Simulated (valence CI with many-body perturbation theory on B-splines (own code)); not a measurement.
Values are calculated unless marked as measured or tabulated.
From CI to CI+MBPT in Ar¹¹⁺

Level of theory: configuration interaction combined with many-body perturbation theory (CI+MBPT): five valence electrons over a frozen Dirac-Fock core [He], a basis of 9 s, 9 p, 8 d, 6 f, 3 g, 1 h functions for each j, with the one-electron correlation potential Σ1, the two-electron term Σ2, the three-electron term Σ3, Breit, model QED; selected CI, second order for the rest, scaled by the run's own slope (own B-spline code, finite nucleus).

No measured spectrum was set against this ion. As an estimate, levels of excited configurations hold to 0.05 to 0.15 % of their energy, terms of the ground configuration to about 0.5 %. Among the levels kept, up to 2400 cm⁻¹ of a level comes from second order outside the variational space, and about a tenth of that is noise between levels of different J, which matters for small intervals.

Each rung adds one term. CI alone is the Dirac-Coulomb CI over the frozen core; QED comes last and gives the full result, which names the levels. Energies are above 2s²2p³ ⁴S°_3/2 on the same rung, in eV.

Letters in brackets count levels of one name in rising energy.

```tsv
Level	CI alone	Σ1	Σ2	Σ3	Breit	QED	Full
2s²2p³ ²D°_3/2	11.73	+0.003	+0.050	-0.040	+0.056	-0.001	11.80
2s²2p³ ²D°_5/2	12.28	+0.005	+0.046	-0.039	-0.081	+0.001	12.21
2s²2p³ ²P°_1/2	18.48	+0.003	+0.095	-0.052	+0.022	-0.002	18.55
2s²2p³ ²P°_3/2	19.15	+0.006	+0.089	-0.051	-0.043	+0.001	19.15
2s2p⁴ ⁴P_5/2	55.61	-0.132	-0.054	-0.039	+0.021	-0.104	55.31
2s2p⁴ ⁴P_3/2	57.11	-0.128	-0.053	-0.040	+0.022	-0.100	56.81
2s2p⁴ ⁴P_1/2	57.88	-0.126	-0.051	-0.040	-0.011	-0.098	57.55
2s2p⁴ ²D_3/2	76.57	-0.126	-0.096	-0.094	+0.021	-0.103	76.17
2s2p⁴ ²D_5/2	76.68	-0.126	-0.096	-0.094	-0.024	-0.103	76.24
2s2p⁴ ²S_1/2	89.08	-0.123	-0.065	-0.118	+0.107	-0.104	88.78
2s2p⁴ ²P_3/2	93.21	-0.129	-0.292	-0.164	+0.030	-0.107	92.55
2s2p⁴ ²P_1/2	95.22	-0.123	-0.276	-0.161	-0.023	-0.101	94.54
2p⁵ ²P°_3/2	145.60	-0.252	-0.357	-0.167	+0.101	-0.205	144.72
2p⁵ ²P°_1/2	148.12	-0.246	-0.355	-0.167	-0.003	-0.198	147.15
2s²2p²3s ⁴P_1/2	355.02	+0.210	+0.046	-0.083	-0.045	+0.028	355.18
2s²2p²3s ⁴P_3/2	356.13	+0.213	+0.044	-0.082	-0.103	+0.032	356.24
2s²2p²3s ⁴P_5/2	357.57	+0.216	+0.047	-0.083	-0.234	+0.035	357.55
2s²2p²3s ²P_1/2	359.03	+0.212	+0.013	-0.083	-0.080	+0.031	359.12
2s²2p²3s ²P_3/2	360.71	+0.216	+0.015	-0.084	-0.211	+0.034	360.68
2s²2p²3s ²D_5/2	366.44	+0.219	+0.065	-0.108	-0.207	+0.035	366.45
2s²2p²3s ²D_3/2	366.54	+0.220	+0.063	-0.108	-0.207	+0.035	366.54
2s²2p²3p ²S°_1/2	369.68	+0.187	+0.022	-0.084	-0.080	+0.004	369.73
2s²2p²3p ⁴D°_1/2	370.72	+0.186	+0.022	-0.083	-0.045	+0.004	370.80
2s²2p²3p ⁴D°_3/2	371.19	+0.186	+0.020	-0.083	-0.052	+0.003	371.26
2s²2p²3p ⁴D°_5/2	372.24	+0.189	+0.016	-0.083	-0.117	+0.007	372.25
2s²2p²3p ⁴P°_1/2	373.06	+0.189	+0.019	-0.082	-0.111	+0.006	373.08
2s²2p²3p ⁴P°_3/2	373.10	+0.188	+0.023	-0.083	-0.115	+0.005	373.12
2s²2p²3p ⁴D°_7/2	373.56	+0.192	+0.020	-0.083	-0.244	+0.010	373.45
2s²2p²3p ⁴P°_5/2	373.96	+0.190	+0.028	-0.084	-0.194	+0.007	373.91
2s²2p²3p ²D°_3/2 [a]	374.84	+0.189	+0.029	-0.089	-0.115	+0.006	374.86
2s²2p²3s ²S_1/2	376.07	+0.216	+0.142	-0.132	-0.129	+0.030	376.19
```

The middle columns are the shifts that each term adds.

(1) How does the ionisation energy move along the ladder, and which term matters most?

Answers

(1) CI alone 618.52, + Σ1 618.75, + Σ2 618.78, + Σ3 618.69, + Breit 618.63, + QED 618.63 eV. The largest step is Σ1, 0.23 eV. NIST lists 619 ± 0.4 eV (semi-empirical).
